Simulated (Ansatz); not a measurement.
Gas-phase electronic energies from Ansatz, PBE0-D4/def2-TZVP geometries. CCSD(T)/CBS adds triple-zeta CCSD(T) − MP2 to the extrapolated MP2 energy (def2 sets, frozen cores). This one scheme is used for every species, atoms too. For atomizations the MP2-based limit and the directly extrapolated one differ by several kJ/mol either way, and by 10 to 25 for some Ge, Se and Sn compounds, so smaller differences from it don't rank the levels. Functionals use def2-TZVPP. B3LYP here is the variant with VWN-RPA as its local correlation; programs differ in this. Open shells (•) are unrestricted, without spin–orbit coupling. Spin–orbit coupling would lower the free atoms: a little for C, F, Si; strongly for I. def2 core potentials past Kr. For I outer-core shells are correlated without core-valence functions, so the limit isn't a true one: a few kJ/mol of doubt a bond, and 10 to 20 or more in all where bonds break to atoms.

Reaction (atomization): `C[SiH](F)I` → C• + F• + 4 H• + I• + Si•

CCSD(T)/CBS gives +2843.6 kJ/mol.

**Question.** Another level gave +2814.7 kJ/mol. Which?
A. r2SCAN0-D4/def2-TZVPP
B. PBE/def2-TZVPP
C. B3LYP/def2-TZVPP
D. r2SCANh/def2-TZVPP

**Answer.** D. r2SCANh 2814.7, B3LYP 2781.4, r2SCAN0-D4 2798.6, PBE 2829.6 kJ/mol.

Largest T1 diagnostic among the species: 0.012.

The D4 term adds +29.4 kJ/mol with B3LYP and +15.3 kJ/mol with PBE0; it sums over pairs of atoms, weighted by their polarisabilities, and B3LYP, whose exchange is more repulsive, gets the larger term. From r2SCAN to r2SCAN0 (25 % exact exchange), in def2-TZVPP and without D4, ΔE moves by −36.0 kJ/mol: exact exchange takes away binding that semilocal exchange gives to molecules. In def2-TZVPP, CCSD(T) changes the Hartree–Fock value by +620.3 kJ/mol (the triples alone add +36.9 kJ/mol) and MP2 by +675.0 kJ/mol; breaking electron pairs costs correlation energy, which Hartree–Fock lacks.
